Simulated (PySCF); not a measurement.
H₄P₂. Atoms are numbered in the order given.

```xyz
6

P     -1.1175    -0.1312     0.0000
P      1.1175     0.1312     0.0000
H     -1.3225     0.8312     1.0246
H     -1.3225     0.8312    -1.0246
H      1.3225    -0.8312     1.0246
H      1.3225    -0.8312    -1.0246
```
Charge 0, spin multiplicity 1.

The structure is a stationary point at B3LYP-D3(BJ)/def2-TZVP.

Calculation: PySCF with ωB97X/def2-TZVPD.

ESP charges are fitted to the potential on shells at 1.4 to 2.0 van der Waals radii. Atomic charges (e):

```
atom  meta-Löwdin  ESP fit
----  -----------  -------
P1          -0.01    -0.24
P2          -0.01    -0.24
H3           0.01     0.12
H4           0.01     0.12
H5           0.01     0.12
H6           0.01     0.12
```
